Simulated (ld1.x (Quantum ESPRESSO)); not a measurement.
# B: one change to an RRKJ potential, before and after

ld1.x (Quantum ESPRESSO) 7.5 input, shortened:

```
&input
   title='B', zed=5., rel=1, dft='WC', iswitch=3,
   config='[He] 2s2 2p0.5 3d-2'
 /
 &inputp
   pseudotype=2, tm=.false., rho0=0.02, lloc=2,
   nlcc=.false.
 /
3
2S  1  0   2.00   0.00  1.55  1.55  0.0
2P  2  1   0.50   0.00  3.10  3.10  0.0
3D  3  2  -2.00   0.35  2.45  2.45  0.0
 &test
   configts(1)='2s2 2p0.5'
 /
```

All-electron outer shells of the reference configuration (Wu–Cohen, scalar-relativistic, ld1.x):

| shell | level (eV) | outermost node (bohr) | outermost maximum (bohr) |
| --- | --- | --- | --- |
| 2s | -14.06 | 0.46 | 1.50 |
| 2p | -8.02 | – | 1.50 |

Change: functional PW91.

Cutoffs: the cutoffs (Ry, on a coarse ladder) from which the occupation-weighted sum of valence levels, in a spherical-Bessel basis at the reference potential, stays within 10 and 1 mRy of its value at 400 Ry; they do not see the model core or the augmentation charge, which bear on the density cutoff. Errors are all-electron minus pseudo energies relative to the spin-unpolarised reference configuration.

Question: Predict the effect on cutoff, ghosts and configuration errors.

Answer: The potential gets neither clearly harder nor softer (21 Ry and 50 Ry → 21 Ry and 45 Ry); of the 7 tests that both files solve, the error grows in 2 and shrinks in 0 by more than 15 % and 0.3 meV (median size 30.5 → 39.6 meV); neither file shows a bound ghost.

```tsv
quantity	base	changed
cutoff, loose	21 Ry	21 Ry
cutoff, tight	50 Ry	45 Ry
bound ghosts	none	none
error for 2s2 2p1, meV [ΔE -2.86 → -2.91 eV]	+17	+19
error for 2s2 2p0, meV [ΔE 5.29 → 5.36 eV]	+44	+49
error for 2s1 2p0, meV [ΔE 30.59 → 30.83 eV]	+211	+228
error for 2s0 2p3, meV [ΔE 8.83 → 8.81 eV]	+0.4	+17
error for 2s2 2p1.3, meV [ΔE -3.58 → -3.66 eV]	+29	+32
error for 2s1 2p1, meV [ΔE 11.44 → 11.50 eV]	-67	-72
error for 2s1 2p2, meV [ΔE 2.98 → 2.94 eV]	+30	+40
s: phases at 3.35 bohr within 0.05 rad from the reference energy up to (Ry; the scan ends near 5)	3.7	3.7
p: phases at 3.35 bohr within 0.05 rad from the reference energy up to (Ry; the scan ends near 5)	0.3	0.3
d: phases at 3.35 bohr within 0.05 rad from the reference energy up to (Ry; the scan ends near 5)	2.9	2.9
```
